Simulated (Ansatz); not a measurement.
What each rung costs, and what it gives

The pair of HCN (SMILES C#N, atoms 1–3) and GeH4 (SMILES [GeH4], atoms 4–8), both closed shells, in one local arrangement (a lower one may exist), relaxed at PBE0-D4/def2-TZVP:

C1  (-0.238, -0.288, -2.874)
N2  (-0.101, -0.150, -1.745)
H3  (-0.365, -0.417, -3.927)
Ge4  (0.140, 0.170, 1.698)
H5  (0.595, 1.485, 1.055)
H6  (0.236, 0.306, 3.229)
H7  (1.047, -0.980, 1.246)
H8  (-1.315, -0.126, 1.318)
(Å)

Interaction energies are counterpoise-corrected; the time is that of the whole pair.

Program: Ansatz 0.2.0. Basis: as named in each row. Cores are frozen in the correlated methods. Filled d shells of the heavier atoms are correlated. The def2 sets are not built for correlating such inner shells, so the correlated values are less sure here. B3LYP uses VWN-RPA correlation. Extrapolation: Hartree–Fock as exp(−7.88 √X), correlation as X^−2.97.

Times are rough, for one single point on 4 threads of a shared host (Intel Xeon Platinum 8175M).

The estimate by CCSD(T) at an estimated basis limit (MP2 extrapolated from triple and quadruple zeta, plus CCSD(T) − MP2 in triple zeta) is -0.053 eV.

```tsv
method	basis	time (s)	interaction energy (eV)	method less estimate
HF	STO-3G	under 1	0.008	0.061
SPW92	def2-SVP	under 1	-0.076	-0.023
PBE-D4	STO-3G	under 1	-0.016	0.037
PBE-D4	def2-SVP	under 1	-0.054	-0.001
B3LYP-D4	6-31G	under 1	-0.042	0.011
PBE0-D4	def2-SVP	under 1	-0.055	-0.002
PBE-D4	def2-TZVPPD	1	-0.054	-0.001
revPBE-D4	def2-TZVPPD	1	-0.038	0.015
BLYP-D4	def2-TZVPPD	2	-0.039	0.014
CCSD(T)	def2-SVP	2	-0.032	0.021
PBE0-D4	def2-TZVPPD	2	-0.052	0.001
B3LYP-D4	def2-TZVPPD	2	-0.048	0.005
r2SCAN-D4	def2-TZVPPD	2	-0.042	0.011
HSE06-D4	def2-TZVPPD	2	-0.053	0.000
wB97M-V	def2-SVP	2	-0.056	-0.003
B2PLYP	def2-TZVPPD	4	-0.027	0.026
B97M-V	def2-TZVPPD	4	-0.060	-0.007
wB97X-V	def2-TZVPPD	4	-0.056	-0.003
wB97M-V	def2-TZVPPD	5	-0.055	-0.002
MP2	def2-QZVPPD	12	-0.057	-0.004
CCSD(T)	def2-TZVPPD	40	-0.049	0.004
```

No T1 diagnostic of these runs exceeds 0.015.
